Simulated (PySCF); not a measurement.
# C₆ coefficients of unlike pairs at PBE

Calculated with PySCF 2.14 from the dipole response of each species, C₆(A,B) = (3/π) ∫ α_A(iu) α_B(iu) du, in atomic units, from isotropic polarisabilities. For ions this is the dispersion term alone; charge-induced terms of lower order in 1/R come first.

```
species                configuration                                                                               basis      relativity  α (bohr³)  C₆ (like pair)
    Ta⁺       [Xe] 4f14 5d3 6s1 (5F)                def2-TZVPPD with the def2 core potential (60 electrons) (6s5p3d2f1g)  core potential      39.61           333.0
     Sc            [Ar] 3d1 4s2 (2D)  x2c-QZVPPall with one added diffuse shell each of s, p, d, f, g type (12s8p6d4f3g)   spin-free X2C      124.4            1527
     Tl  [Xe] 4f14 5d10 6s2 6p1 (2P)                def2-QZVPPD with the def2 core potential (60 electrons) (8s6p5d4f1g)  core potential      84.81           879.9
    Ne⁺            [He] 2s2 2p5 (2P)                                                          aug-cc-pCVTZ-DK (7s6p4d2f)   spin-free X2C      1.377           2.461
```

Estimate C₆ for Ne⁺ with Sc.

The integral gives 34.75. The combination rule 2 C_A C_B / (C_A α_B/α_A + C_B α_A/α_B) gives 31.44 and the geometric mean 61.31.

No spin-orbit coupling is included.

The other pairs:

| pair | C₆ |
| --- | --- |
| Ne⁺, Ta⁺ | 22.46 |
| Tl, Ta⁺ | 531.7 |
| Ne⁺, Tl | 32.79 |
| Tl, Sc | 1137 |
| Sc, Ta⁺ | 664.1 |
